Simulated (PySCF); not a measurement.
In(PH2)3 (H₆InP₃), SMILES [PH2][In]([PH2])[PH2].

Geometry: B3LYP-D3(BJ)/def2-SVP. The def2 effective core potentials stand for the cores of In; spin–orbit coupling is left out. The values are those of a single conformer.

The numbers are results of TDA-PBE/def2-SVPD in PySCF, not measurements.

Vertical excitations. Gas-phase values at a fixed geometry. State labels are in the subgroup Cs.

| state | symmetry | energy (eV) | λ (nm) | f | main pairs |
|---|---|---|---|---|---|
| S1 | A" | 3.84 | 323 | 0.007 | HOMO→LUMO 76 %, HOMO→LUMO+1 23 % |
| S2 | A' | 3.85 | 322 | 0.002 | HOMO−1→LUMO 97 % |
| S3 | A' | 4.49 | 276 | 0.089 | HOMO−1→LUMO+1 60 %, HOMO−2→LUMO 32 % |
| S4 | A" | 4.56 | 272 | 0.216 | HOMO→LUMO+1 60 %, HOMO→LUMO 16 % |
| S5 | A' | 5.00 | 248 | 0.078 | HOMO−2→LUMO 40 %, HOMO−1→LUMO+2 33 %, HOMO→LUMO+4 10 %, HOMO−1→LUMO+1 8 % |
| S6 | A' | 5.10 | 243 | 0.000 | HOMO−2→LUMO+1 86 % |
| S7 | A" | 5.12 | 242 | 0.002 | HOMO→LUMO+2 86 % |
| S8 | A' | 5.22 | 237 | 0.009 | HOMO−1→LUMO+2 51 %, HOMO−1→LUMO+3 34 % |
| S9 | A" | 5.24 | 237 | 0.006 | HOMO→LUMO+3 84 % |
| S10 | A' | 5.35 | 232 | 0.008 | HOMO−1→LUMO+3 38 %, HOMO→LUMO+4 31 %, HOMO−4→LUMO 16 %, HOMO−2→LUMO+1 6 % |
| T1 | A" | 3.34 | 371 | 0 | HOMO→LUMO 92 % |
| T2 | A' | 3.45 | 360 | 0 | HOMO−1→LUMO 99 % |
| T3 | A' | 3.64 | 341 | 0 | HOMO−1→LUMO+1 98 % |
| T4 | A" | 3.71 | 334 | 0 | HOMO→LUMO+1 91 % |
Triplets are in the Tamm–Dancoff approximation.
